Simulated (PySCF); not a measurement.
## Adding and removing an electron: CuH

LC-ωPBE; Cu def2-TZVPPD, H def2-TZVPPD; no relativity (PySCF 2.14). Neutral (UKS): singlet (closed shell), Re = 1.477 Å, ωe = 1956 cm⁻¹, De = 2.64 eV, HOMO -9.28 eV, LUMO -0.10 eV.

CuH⁺ (UKS): doublet (σ ↑), Re = 1.495 Å, ωe = 1672 cm⁻¹, De = 1.00 eV to Cu⁺ (3d10) + H. The energies at the minima are -1640.87489 hartree for CuH and -1640.53415 for CuH⁺.

Q: Work out the adiabatic ionisation energy, without and with harmonic zero-point energies (1 hartree = 27.2114 eV, 1 eV = 8065.5 cm⁻¹), and the change of the bond length.

A: At LC-ωPBE: 0.34074 hartree = 9.272 eV between the minima; the zero-point term (1672.0 − 1956.0)/2 cm⁻¹ = -0.018 eV makes it 9.254 eV. Re changes by +1.8 pm against the neutral. Minus the HOMO energy is 9.28 eV, +0.01 eV from the value between the minima; self-interaction puts the Kohn–Sham level too high, less so with exact exchange. The electron leaves a σ orbital; in so polar a molecule the change of length follows mostly from the change of the ionic charges.

For an ion De counts to the pair picked by the measured ionisation energies or electron affinities, which need not be the lowest pair at this level. With d or f electrons several states lie close, and the lowest PBE0 determinant need not be the measured ground state.
